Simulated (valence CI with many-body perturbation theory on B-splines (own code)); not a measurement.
Results of a calculation; reference values are marked as such.
## Ladder of approximations for N²⁺

Method: valence CI with perturbative core correlation (CI+MBPT): three valence electrons over a frozen Dirac-Fock core [He], a basis of 11 s, 11 p, 9 d, 7 f, 5 g, 2 h, 1 i functions for each j, with the one-electron correlation potential Σ1 (screened to all orders), the two-electron term Σ2, the three-electron term Σ3, Breit, model QED; selected single and double excitations, second order for the rest, scaled by the run's own slope (own B-spline code, finite nucleus).

Set against measurement, 59 paired levels are off by 57 cm⁻¹ on average, the worst by 133. These come from a selection out of Moore, Selected Tables of Atomic Spectra, NSRDS-NBS 3, section 5. Levels without a partner in it may be off by more.

Each rung adds one term. CI alone is the Dirac-Coulomb CI over the frozen core; QED comes last and gives the full result, which names the levels. Energies are above 2s2 2p 2P°_1/2 on the same rung, in cm⁻¹.

```
         Level  CI alone
2s2 2p 2P°_3/2       200
 2s 2p2 4P_1/2     57650
 2s 2p2 4P_3/2     57717
 2s 2p2 4P_5/2     57829
 2s 2p2 2D_5/2    101835
 2s 2p2 2D_3/2    101833
 2s 2p2 2S_1/2    131761
 2s 2p2 2P_1/2    147662
 2s 2p2 2P_3/2    147796
   2p3 4S°_3/2    189015
   2p3 2D°_5/2    204865
   2p3 2D°_3/2    204862
 2s2 3s 2S_1/2    220577
   2p3 2P°_1/2    232214
   2p3 2P°_3/2    232224
2s2 3p 2P°_1/2    245008
```

Question: What do these energies become with core correlation, Breit and QED?

Answer: 2s2 2p 2P°_3/2 174 (-26); 2s 2p2 4P_1/2 57135 (-515); 2s 2p2 4P_3/2 57195 (-522); 2s 2p2 4P_5/2 57275 (-554); 2s 2p2 2D_5/2 101078 (-757); 2s 2p2 2D_3/2 101085 (-748); 2s 2p2 2S_1/2 131130 (-631); 2s 2p2 2P_1/2 146009 (-1653); 2s 2p2 2P_3/2 146117 (-1679); 2p3 4S°_3/2 186825 (-2190); 2p3 2D°_5/2 203131 (-1734); 2p3 2D°_3/2 203147 (-1715); 2s2 3s 2S_1/2 221261 (+683); 2p3 2P°_1/2 230526 (-1688); 2p3 2P°_3/2 230530 (-1694); 2s2 3p 2P°_1/2 245612 (+604).

Question: How does the ionisation energy move along the ladder, and which term matters most?

Answer: CI alone 47.343, + Σ1 47.488, + Σ2 47.455, + Σ3 47.447, + Breit 47.441, + QED 47.442 eV. The largest step is Σ1, 0.146 eV. NIST lists 47.4453 eV (semi-empirical).
